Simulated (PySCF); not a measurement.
B₂N, SMILES [B][N][B] (connectivity only; charge and spin as stated), neutral, multiplicity 2. Atoms are numbered in the order given.

```xyz
3

B      0.0000     0.0000     1.3108
N      0.0000     0.0000     0.0000
B      0.0000     0.0000    -1.3108
```
Charge 0, spin multiplicity 2.

Coordinates come from a B3LYP-D3(BJ)/def2-TZVP optimisation.

Computed with PBE/pcH-1 run with PySCF.

Unrestricted Kohn–Sham, ⟨S²⟩ = 0.754. Hyperfine tensors hold the contact and dipolar terms, without spin-orbit corrections.

Computed hyperfine couplings:
```tsv
nucleus	A(iso) (MHz)	A(iso) (G)	dipolar principal values (MHz)
11B no. 1	441.7	157.6	-19.4, -19.4, 38.7
14N no. 2	-18.0	-6.4	-7.3, -7.3, 14.6
11B no. 3	441.7	157.6	-19.4, -19.4, 38.7
```
